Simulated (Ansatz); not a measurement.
Ansatz results at the PBE0-D4/def2-TZVP geometry: LUMO energy (B3LYP/def2-TZVPP) -0.65 eV; HOMO energy (PBE/def2-TZVPP) -6.51 eV; LUMO energy (ωB97M-V/def2-TZVPP) 1.40 eV.

Each molecule was computed in one conformer, which needn't be the lowest.

(1) Which molecule gave them?
A. `C[SiH](I)CF`
B. `B/C=C\[SiH](N)F`
C. `O=C(O)C[SiH3]`
D. `[SiH3]NCS`

Results:

(1) A. The others give `B/C=C\[SiH](N)F`: -2.59, -6.62, -0.38; `O=C(O)C[SiH3]`: -0.29, -6.63, 1.97; `[SiH3]NCS`: -0.21, -5.53, 1.73.

B3LYP here is the variant with VWN-RPA as its local correlation; programs differ in this.
